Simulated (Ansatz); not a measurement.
Reaction (homolysis of the C–Si bond): `F[SiH](F)C(F)(F)F` → `F[C](F)F`• + `F[SiH]F`•

Calculated with Ansatz (gas phase, PBE0-D4/def2-TZVP geometries, no zero-point term in ΔE). CCSD(T)/CBS is the MP2 limit (def2-TZVPP, def2-QZVPP) plus CCSD(T) − MP2 in def2-TZVPP, frozen cores. This one scheme is used for every species. DFT in def2-TZVPP. B3LYP here is the variant with VWN-RPA as its local correlation; programs differ in this. HSE06 is defined as in plane-wave codes. Open shells (•) are unrestricted, without spin–orbit coupling.

`F[SiH](F)C(F)(F)F`:

Z-matrix (Å, degrees):
```
Si
F 1 1.577
C 1 1.923 2 107.4
F 1 1.577 2 109.1 3 -116.1
H 1 1.469 2 110.5 3 122.2
F 3 1.339 1 112.8 2 -58.6
F 3 1.344 1 110.8 2 -179.2
F 3 1.344 1 110.8 2 61.9
```

`F[C](F)F`•:

Z-matrix (Å, degrees):
```
C
F 1 1.313
F 1 1.313 2 111.4
F 1 1.313 2 111.4 3 125.1
```

`F[SiH]F`•:

Z-matrix (Å, degrees):
```
Si
F 1 1.592
F 1 1.592 2 107.3
H 1 1.493 2 107.6 3 -115.6
```

```
             level  ΔE (eV)  difference from CCSD(T)/CBS
       LDA (SPW92)     4.18                         0.18
            PBE-D4     3.67                        -0.33
         revPBE-D4     3.60                        -0.40
         r2SCAN-D4     3.61                        -0.39
            B97M-V     3.86                        -0.14
           PBE0-D4     3.70                        -0.30
          B3LYP-D4     3.72                        -0.28
        r2SCANh-D4     3.60                        -0.40
          HSE06-D4     3.70                        -0.30
          BHLYP-D4     3.74                        -0.26
      CAM-B3LYP-D4     3.78                        -0.22
           ωB97X-V     3.94                        -0.06
           ωB97M-V     4.03                         0.03
            B2PLYP     3.72                        -0.28
          PBE-QIDH     3.79                        -0.21
            revPBE     3.37                        -0.63
              BLYP     3.45                        -0.55
            r2SCAN     3.59                        -0.41
              PBE0     3.63                        -0.37
             B3LYP     3.58                        -0.42
           r2SCANh     3.58                        -0.42
           r2SCAN0     3.57                        -0.43
             HSE06     3.63                        -0.37
             BHLYP     3.63                        -0.37
         CAM-B3LYP     3.71                        -0.29
           LC-ωPBE     3.66                        -0.34
RPA@PBE/def2-TZVPP     3.75                        -0.25
       HF/def2-SVP     2.89                        -1.11
     CCSD/def2-SVP     3.70                        -0.30
  CCSD(T)/def2-SVP     3.74                        -0.26
     HF/def2-TZVPP     2.81                        -1.19
SCS-MP2/def2-TZVPP     3.95                        -0.05
   CCSD/def2-TZVPP     3.81                        -0.19
CCSD(T)/def2-TZVPP     3.88                        -0.12
     HF/def2-QZVPP     2.79                        -1.21
    MP2/def2-QZVPP     3.98                        -0.02
SCS-MP2/def2-QZVPP     4.02                         0.02
      HF/CBS(def2)     2.79                        -1.21
     MP2/CBS(def2)     4.04                         0.04
    CCSD/CBS(def2)     3.93                        -0.07
       CCSD(T)/CBS     4.00                            0
```

Largest T1 diagnostic among the species: 0.014.

At CCSD(T), def2-SVP lies −0.25 eV from the extrapolated value and def2-TZVPP −0.12 eV: correlation converges slowly with the basis, and small sets miss more of it in the bonded molecule than in its fragments. From BLYP to BHLYP (50 % exact exchange), in def2-TZVPP and without D4, ΔE moves by +0.19 eV.

CCSD(T)/CBS has its own doubt, a few kJ/mol and more with outer-core shells, so smaller differences from it don't rank the levels.
